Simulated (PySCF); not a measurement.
# How methods differ on the excitation energy of Ne²⁺

Ne²⁺ [He] 2s2 2p4 (3P) → Ne²⁺ [He] 2s2 2p3 3d1 (5D), as a difference of total energies. Calculation: PySCF 2.14, in dyall-acv3z; scalar relativity by spin-free X2C-1e. Correlated levels: valence and next inner shell: nothing frozen; virtual orbitals above 40 to 60 times the deepest correlated orbital energy dropped. The calculations carry no spin-orbit coupling.

| method | excitation energy (cm⁻¹) |
| --- | --- |
| UHF | 434430 |
| MP2 (valence and next inner shell) | 441660 |
| SCS-MP2 (valence and next inner shell) | 443230 |
| CCSD (valence and next inner shell) | 441490 |
| CCSD(T) (valence and next inner shell) | 441510 |

A first-order spin-orbit estimate (lowest level to lowest level, LS coupling) adds 0.037 eV.

The promoted electron is Rydberg-like, and one or two diffuse shells describe it only roughly, which tends to raise the upper state.
